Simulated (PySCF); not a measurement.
CF3, SMILES F[C-](F)F, charge -1. Geometry: ωB97X-D3(BJ)/def2-SVPD.

Computed equilibrium geometry at ωB97X-D3(BJ)/def2-SVPD (PySCF confirms it by a frequency run) as a Z-matrix, and its point group:
point group C3v.
```
C
F 1 1.4298
F 1 1.4298 2 99.73
F 1 1.4298 2 99.73 3 -101.74
```
Charge -1, spin multiplicity 1.
